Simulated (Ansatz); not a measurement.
Ga₅P₄I₃, relaxed as a singlet with RKS PBE-D4/def2-SVP in Ansatz, starting from the GFN1-xTB geometry. Force threshold 0.03 eV/Å.

In the def2 sets I takes a core potential; there is no spin–orbit coupling.

Start:

Cartesian coordinates in Å:
```
P 2.243 1.051 -0.269
P -1.684 3.059 -1.314
P -0.257 -2.420 -1.375
P -1.312 0.085 2.097
Ga 1.265 -0.767 -1.704
Ga 0.409 2.169 -1.113
Ga 0.966 0.633 1.688
Ga -1.840 1.515 0.364
Ga -1.390 -1.843 0.505
I 2.489 -0.641 -3.981
I 2.400 0.569 3.823
I -3.288 -3.410 1.281
```

(1) Estimate the energy that the relaxation releases and the steps that it takes.

(2) Does the start keep its bonding?

(3) Predict the relaxed structure.

## Answers

(1) 16.8 kcal/mol, in 22 steps; 2.4 min on 4 threads of Intel Xeon on a shared host. The force fell under the threshold at step 18, but the optimiser went on. No frequencies were taken in this run, so the end may be a saddle point.

(2) Bonds formed: Ga6–I10 (atoms count from 1).

(3) 
Cartesian coordinates in Å:
```
P 2.2000 1.1237 -0.1845
P -1.6127 2.6409 -1.7077
P 0.2125 -2.7529 -0.8982
P -1.3276 0.2350 2.0484
Ga 1.3842 -0.8865 -1.0354
Ga 0.4853 1.7770 -1.6830
Ga 0.9790 0.5793 1.7491
Ga -1.6001 1.5190 0.1876
Ga -1.1513 -1.6986 0.5820
I 1.4287 0.4252 -3.7538
I 2.3735 -0.0858 3.7300
I -3.3714 -2.8763 0.9654
```
Bond lengths (bridged metal pairs left out): 10 × Ga–P 2.20 to 2.43 Å; 4 × Ga–I 2.51 to 3.02 Å.
